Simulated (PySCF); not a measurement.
**J couplings in [Cu(H2O)2]+**

Geometry:
```tsv
atom	x (Å)	y (Å)	z (Å)
Cu1	-0.003	0.001	0.000
O2	0.071	0.139	1.903
H3	-0.562	0.615	2.456
H4	0.840	-0.067	2.450
O5	-0.074	-0.136	-1.903
H6	-0.855	0.026	-2.448
H7	0.583	-0.577	-2.458
```

Total charge +1.

Indirect spin–spin couplings were computed at PBE/pcJ-1 (pcSseg-1 on Cu) (PySCF 2.14) on a PBE0-D3(BJ)/def2-SVP structure, for the isolated molecule, without vibrational or relativistic corrections. Couplings are averaged over pairs made equivalent by symmetry, fast rotation or ring inversion, so a value needn't be that of the named pair in this geometry, while other rotamers aren't included; one pair stands for each set, and the list holds those of at least 1.5 Hz over up to four bonds.

Isotopes: $^{17}$O, $^{1}$H. Couplings to quadrupolar nuclei such as 17O and 33S are rarely resolved in practice.

| pair | bonds | J (Hz) |
| --- | --- | --- |
| O2, H3 | 1 | -101.5 |
| O2, O5 | 2 | ? |
| H3, H4 | 2 | ? |

Q: Estimate the withheld couplings, with signs.

A: 
- $^{2}J$(O2,O5) = 1.9 Hz (angle at Cu1 180°)
- $^{2}J$(H3,H4) = -2.9 Hz
